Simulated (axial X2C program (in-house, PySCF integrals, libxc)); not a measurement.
# Potential curves of CuGe, 2c

Computed with an in-house all-electron X2C program for linear molecules (integrals from PySCF). Two-component (2c) means X2C with spin–orbit coupling and atomic mean-field two-electron Coulomb and Gaunt terms. Basis: Ge dyall-cv3z [9s9p7d4f1g], Cu dyall-cv3z [9s9p6d3f2g] (cores contracted in-house); Gaussian nuclei, density fitting, unrestricted open shells. Masses: Ge 73.921 u, Cu 62.930 u.

State: Ω = 1/2 (⟨Sz⟩ = -0.50, ⟨Lz⟩ = 1.00 at HF). Energies in kJ/mol from the lowest point of each curve. Fits are polynomials in 1 − R0/R over 0.85 to 1.23 times the lowest point R0.

```
 R (Å)   CCSD
2.0693  24.90
2.1376  10.75
2.2058   2.96
2.2740   0.00
2.3536   1.14
2.4332   6.06
2.5355  16.66
```

Correlated methods: 15 electrons correlated (number of frozen shells: Ge 3 s, 2 p, 1 d; Cu 3 s, 2 p), 285 virtual spin orbitals or spinors in MP2, 90 natural virtuals in coupled cluster.

The state is one determinant whose occupation by symmetry is held fixed; it was picked as the lowest of a PBE0 search that is not exhaustive. CCSD ran in a truncated set of natural virtual spinors with an MP2 remainder; without triples it tends to underbind. The determinant is spin-polarised beyond a pure state at some levels (its spin-free form has ⟨S²⟩ too high), which makes Re and μ there less reliable. With the outer-core shells frozen, correlated bond lengths of heavy atoms tend to come out a few hundredths of an ångström too long. Coupled cluster ran on the points near the minimum only. MP2 and coupled cluster on one determinant become unreliable at the stretched end.

(1) Fit the CCSD curve near its minimum: give the equilibrium distance and the harmonic wavenumber.

## Answers

(1) At CCSD, 2c: Re = 2.292 Å, ωe ≈ 247 cm⁻¹; Be follows as 0.0944 cm⁻¹.
